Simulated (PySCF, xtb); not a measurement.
Al(Cl)(OH)(SeH) (AlClH2OSe), SMILES [OH][Al]([Cl])[SeH].

xtb with GFN2-xTB at its own geometry gives an orbital gap of 3.55 eV and a dipole moment of 3.10 D.

The structure is a stationary point at r2SCAN-D4/def2-SVP. The structure was generated by enumeration; whether it is a known compound was not checked. The values are those of a single conformer.

**Question.** What does PBE/def2-TZVP (PySCF) give? (Estimate from the structure and the level; the computed values follow.)

**Answer.** gap 4.72 eV (levels -6.39 and -1.68 eV), dipole 1.40 D.
